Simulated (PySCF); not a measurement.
Fill in the blanks.

Species: isopropyl methacrylate, C7H12O2.
Bonds: C1–C2 (double), C2–C3, C2–C4, C4–O5 (double), C4–O6, O6–C7, C7–C8, C7–C9. Hydrogens: H10, H11 on C1; H12, H13, H14 on C3; H15 on C7; H16, H17, H18 on C8; H19, H20, H21 on C9.

Conformer (atom-mapped SMILES and torsion angles): `[CH2:1]=[C:2]([CH3:3])[C:4](=[O:5])[O:6][CH:7]([CH3:8])[CH3:9]`: C1–C2–C4–O5 -1°, C2–C4–O6–C7 179°, C4–O6–C7–C8 -109°.

```csv
property,level,value
"rotational constants A, B, C of the GFN2-xTB geometry",GFN2-xTB,?
dipole moment,PBE0/pcSseg-1,?
HOMO energy,PBE0/pcSseg-1,?
LUMO energy,PBE0/pcSseg-1,?
13C chemical shifts (computed TMS as zero) by class,GIAO PBE0/pcSseg-1,?
1H chemical shifts (computed TMS as zero) by class,GIAO PBE0/pcSseg-1,?
"isotropic shieldings of nuclei other than C and H, by class",GIAO PBE0/pcSseg-1,"-58 (O5), 102 (O6) ppm"
```

Electronic properties: PySCF, gas phase, density fitting. NMR classes are plain means over equivalent atoms (diastereotopic ones count apart unless rotation or inversion swaps them), as if these changed places fast; in this geometry the members of some classes differ.

Question: What is the HOMO energy?

Answer: -7.70 eV.

Question: Give the dipole moment.

Answer: 2.04 D.

Question: Give the 13C chemical shifts (computed TMS as zero) by class.

Answer: 171.1 (C4), 144.5 (C2), 135.6 (C1), 66.8 (C7), 24.5 (C8/C9), 21.6 (C3) ppm.

Question: Give the rotational constants A, B, C of the GFN2-xTB geometry.

Answer: 2.982, 0.958, 0.859 GHz.

Question: The LUMO energy?

Answer: -1.05 eV.

Question: The 1H chemical shifts (computed TMS as zero) by class?

Answer: 6.78 (H11), 5.93 (H10), 5.86 (H15), 2.05 (H12/H13/H14), 1.27 (H16/H17/H18/H19/H20/H21) ppm.

In atomic units the dipole is 0.80 e·bohr (1 au = 2.5417 D). The rotational constants make it an asymmetric top with κ = (2B − A − C)/(A − C) = -0.91, nearer the prolate limit (−1). With B = h/(8π²I), that is 505.379 GHz u Å² over I, the principal moments of inertia are 169.5, 527.8 and 588.5 u Å² (most abundant isotopes).

One conformer stands for the species.
